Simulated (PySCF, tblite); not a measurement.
Isomers of C4H4F3N3, one GFN2-xTB conformer each. Single-point energies are computed at PBE0/pcSseg-1 (PySCF, gas phase, no added dispersion term), electronic only.

Question: Rank them by PBE0/pcSseg-1 energy, lowest first (kcal/mol).
A. `[F:1][C:2]([F:3])([F:4])[CH2:5][n:6]1[cH:7][n:8][n:9][cH:10]1` with C2–C5–N6–C7 -88°
B. `Cn1ncc(C(F)(F)F)n1`

Answer: A (0.0), B (2.5).

GFN2-xTB itself gives, in the same order: 0.0, 1.3. Both levels put the same isomer lowest.

Which frontier levels, dipoles and rotational constants go with these structures?

```json
{"SMILES": "FC(F)(F)Cn1cnnc1", "HOMO (eV, PBE0/pcSseg-1)": "-7.49", "LUMO (eV)": "-0.21", "dipole (D)": "5.34", "A, B, C (MHz)": "3326, 842.9, 793.4"}
{"SMILES": "Cn1ncc(C(F)(F)F)n1", "HOMO (eV, PBE0/pcSseg-1)": "-8.36", "LUMO (eV)": "-0.74", "dipole (D)": "3.31", "A, B, C (MHz)": "3144, 851.0, 761.6"}
```

What happens when harmonic zero-point energies from GFN2-xTB frequencies are added?

| SMILES | ZPE (kcal/mol) | electronic (kcal/mol) | with ZPE (kcal/mol) |
| --- | --- | --- | --- |
| FC(F)(F)Cn1cnnc1 | 55.5 | 0.0 | 0.0 |
| Cn1ncc(C(F)(F)F)n1 | 55.4 | 2.5 | 2.4 |

The zero-point energies span 0.1 kcal/mol. The order is unchanged.
